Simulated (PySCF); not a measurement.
HBr at revPBE

Level: revPBE. PySCF, scalar-relativistic core potentials, basis sets H cc-pVTZ, Br cc-pVTZ-PP with ECP10.

```json
{
 "state": "¹Σ⁺ (singlet), closed shell",
 "bond length": "0.1435 nm",
 "harmonic wavenumber": "2549 cm⁻¹",
 "force constant": "3.81 mdyn/Å",
 "rotational constant Be": "8.231 cm⁻¹",
 "anharmonicity ωexe": "42.3 cm⁻¹",
 "vibration–rotation constant αe": "0.227 cm⁻¹",
 "well depth De to H + Br": "89.6 kcal/mol",
 "dissociation energy D0": "86.0 kcal/mol",
 "HOMO–LUMO gap": "6.09 eV",
 "bond order (Mayer)": "1.04",
 "dipole moment (positive dipole means H(−)Br(+))": "-0.83 D"
}
```
